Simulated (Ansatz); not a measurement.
A geometry relaxed with PBE0-D4/def2-TZVP in Ansatz (a program for electronic structure), charge 0, multiplicity 1:

```xyz
8

H     -0.8345    -1.3429     1.2424
H     -0.7504     1.7221     0.2480
H      1.8753    -0.9726    -0.3570
O     -1.3827     0.9905     0.2812
H     -1.1864    -1.1539    -1.1432
Si    -0.6616    -0.4588     0.0607
S      1.7589     1.3610    -0.1460
C      1.1814    -0.1453    -0.1860
```

Task: Write the SMILES of this molecule.

Result: `O[SiH2]C=S`
